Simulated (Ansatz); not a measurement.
`BCS[SiH2]C` + `S[SiH](Cl)Cl` → `C[SiH2]S[SiH](Cl)Cl` + `BCS`  (ligand exchange at the Si–S bond)

Isolated molecules relaxed with PBE0-D4/def2-TZVP in Ansatz; ΔE leaves out vibrations. CBS: MP2 limit from def2 TZ/QZ plus the TZ coupled-cluster correction, frozen cores. Functionals use def2-TZVPP. Each species was taken in one conformer, which may not be the lowest.

Is it downhill or uphill in electronic energy at CCSD(T)/CBS, and by how much? (Best estimate.)

The calculation gave: Downhill: ΔE = -10.7 kJ/mol.

What do these levels give: ωB97X-V, PBE0, MP2/def2-QZVPP, SCS-MP2/def2-QZVPP, MP2/CBS(def2), CCSD/CBS(def2)? (An estimate is asked.)

Ansatz gave: ωB97X-V -11.1, PBE0 -6.8, MP2/def2-QZVPP -12.5, SCS-MP2/def2-QZVPP -10.1, MP2/CBS(def2) -12.8, CCSD/CBS(def2) -9.3 kJ/mol.

Largest T1 diagnostic among the species: 0.011.

The D4 term adds −9.3 kJ/mol with B3LYP and −5.4 kJ/mol with PBE0; it sums over pairs of atoms, weighted by their polarisabilities, and B3LYP, whose exchange is more repulsive, gets the larger term. In def2-TZVPP, CCSD(T) changes the Hartree–Fock value by −7.5 kJ/mol (the triples alone add −1.4 kJ/mol) and MP2 by −9.7 kJ/mol.

B3LYP here is the variant with VWN-RPA as its local correlation; programs differ in this.
